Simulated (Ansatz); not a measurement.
```yaml
crystal:
  periodic: [false, false, false]
  atoms:
    - {symbol: Al, position_ang: [0.580725, -0.587203, 0.922654]}
    - {symbol: O, position_ang: [0.123989, -2.007779, 1.723513]}
    - {symbol: O, position_ang: [2.006921, 0.202230, 1.375240]}
    - {symbol: O, position_ang: [-0.355531, 0.065509, -0.322389]}
    - {symbol: Si, position_ang: [-0.927460, 1.017114, -1.535817]}
    - {symbol: H, position_ang: [-0.665198, -2.514652, 1.529295]}
    - {symbol: H, position_ang: [2.583652, -0.114953, 2.071664]}
    - {symbol: H, position_ang: [-2.100902, 0.355623, -2.184202]}
    - {symbol: H, position_ang: [-1.368447, 2.342843, -1.003244]}
    - {symbol: H, position_ang: [0.122252, 1.241259, -2.576704]}
basis:
  gaussian: {orbitals: "6-31++G**"}
total_charge: 1
magnetization: {spin_polarized: true, initial_magnetization: 1}
hamiltonian: {xc: {name: wB97}}
scf: {max_iter: 3}
```

```sh
$ ansatz run in.yaml --threads 2 --pin off --events-out ev --progress --plain --max-ram 32768MiB --backend cpu
```

It prints (some lines left out):

```
Error: invalid value for `basis.gaussian`: such a run doesn't read scf.max_iter; remove what it names
```

In this input the input holds a key that doesn't belong there. The program refused the input.
